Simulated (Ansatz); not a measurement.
Calculated with Ansatz (gas phase, PBE0-D4/def2-TZVP geometries, no zero-point term in ΔE). CCSD(T)/CBS is the MP2 limit (def2-TZVPP, def2-QZVPP) plus CCSD(T) − MP2 in def2-TZVPP, frozen cores. Each species was taken in one conformer, which may not be the lowest.

Consider the redistribution: `N[SiH2]NCO` + `CBC(C)F` → `CC(F)[SiH2]N` + `CBNCO`.

| species | CCSD(T)/CBS(def2) energy (Eh) |
| --- | --- |
| `N[SiH2]NCO` | -516.57371 |
| `CBC(C)F` | -243.55238 |
| `CC(F)[SiH2]N` | -524.51579 |
| `CBNCO` | -235.63392 |

**Question.** Work out ΔE.

**Answer.** ΔE = (-524.51579) + (-235.63392) − (-516.57371) − (-243.55238) = -0.02362 Eh = -0.64 eV.

Largest T1 diagnostic among the species: 0.012.

In def2-TZVPP, CCSD(T) changes the Hartree–Fock value by −0.12 eV (the triples alone add −0.02 eV) and MP2 by −0.10 eV. From PBE to PBE0 (25 % exact exchange), in def2-TZVPP and without D4, ΔE moves by +0.04 eV.
